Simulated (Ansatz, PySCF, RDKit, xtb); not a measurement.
Noncovalent pair: NH3 (SMILES N) (first 4 atoms) with C2H6O (SMILES COC); geometry from B3LYP-D3(BJ)/def2-TZVP, rigid monomers moved along the line of their centres of mass till H4···O6 is 3.95 Å.
(charge 0, multiplicity 1):
```xyz
13

N      0.498    -0.020     0.167
H     -0.037     0.569    -0.460
H      0.691    -0.883    -0.329
H     -0.099    -0.248     0.958
C     -0.598     1.196     5.048
O     -0.723    -0.199     4.854
C      0.443    -0.899     5.245
H      0.222     1.606     4.447
H     -0.420     1.434     6.104
H     -1.536     1.653     4.735
H      1.310    -0.582     4.653
H      0.258    -1.958     5.076
H      0.661    -0.739     6.309
```

```csv
level,interaction energy (kcal/mol),cost
MMFF94,-0.72,-
UFF,-0.27,-
GFN-FF,-0.59,-
GFN2-xTB,-0.78,-
HF/STO-3G (no counterpoise),-0.37,-
PBE/def2-TZVPPD,-0.52,×1
BP86/6-31G* (no counterpoise),-0.42,-
B3LYP/6-31G* (no counterpoise),-0.49,-
B3LYP/6-311+G** (no counterpoise),-0.54,-
B3LYP-D4/def2-TZVPPD,-0.61,×2
PBE0/def2-TZVPPD,-0.52,×2
MP2/aug-cc-pVDZ,-0.68,-
SCS-MP2/aug-cc-pVDZ,-0.63,-
CCSD(T)/aug-cc-pVDZ,-0.67,×20
```

The rows run from -0.78 (GFN2-xTB) to -0.27 kcal/mol (UFF).

Monomers are frozen at their geometry in the pair; levels with a basis set take the counterpoise correction. Rows marked so take none. RDKit's UFF carries no charges.

Frozen-core correlation. Rows in 6-311+G**, 6-31G*, STO-3G carry no dispersion term and start afresh at each structure (6-31G* with six Cartesian d functions).

The values were computed with Ansatz (Gaussian orbitals); PySCF for 6-311+G** rows, 6-31G* rows, STO-3G rows, the dispersion terms; RDKit for the force fields; xtb for the GFN methods. 

Costs are rough ratios of core time to PBE/def2-TZVPPD (about 9 s over the structures, on one shared machine); a dash marks a level with no comparable run of its own.

Ansatz is a quantum-chemistry and plane-wave program.
